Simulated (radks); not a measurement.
Values are calculated unless marked as measured or tabulated.
Task: Species: Ne+. Configuration: [He] 2s2 2p4.5 3s0.5 (fractional occupations, a model configuration). Level of theory: non-relativistic Kohn-Sham, TASK exchange with Perdew-Wang LDA correlation, spin-unpolarised, spherical densities, point nucleus; meta-GGA in the generalised Kohn-Sham scheme (a radial shooting solver on a logarithmic mesh with Libxc functionals). Some entries of the table are withheld. Estimate them.

orbital,occ.,eigenvalue (hartree),r(max) (bohr),<1/r> (bohr^-1)
1s,2,-31.98737,(1),9.599
2s,2,(2),0.6677,(3)
2p,4.5,-1.48309,(4),1.586
3s,0.5,-0.29373,(5),(6)

Result: 
(1) 1s r(max) (bohr): 0.1028
(2) 2s eigenvalue (hartree): -2.41150
(3) 2s <1/r> (bohr^-1): 1.723
(4) 2p r(max) (bohr): 0.5988
(5) 3s r(max) (bohr): 3.335
(6) 3s <1/r> (bohr^-1): 0.3291
